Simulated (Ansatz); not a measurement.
`C[CH2][Al]([F])[Br]`, charge 0, multiplicity 1.

(1) Give a relaxed structure at PBE0-D4/def2-TZVP (Ansatz 0.2.0). (An estimate is asked.)

Results:

(1) Ansatz gave: 
Z-matrix (Å, degrees):
```
C
C 1 1.527
H 1 1.092 2 111.7
H 1 1.093 2 111.4 3 120.2
H 1 1.092 2 111.7 3 -119.5
Al 2 1.939 1 116.0 3 59.8
H 2 1.097 1 110.8 3 -178.1
H 2 1.097 1 110.8 3 -62.4
Br 6 2.250 2 123.0 1 0.2
F 6 1.646 2 120.8 1 -179.8
```
Point group Cs.
This is one stationary point; other conformers may exist.
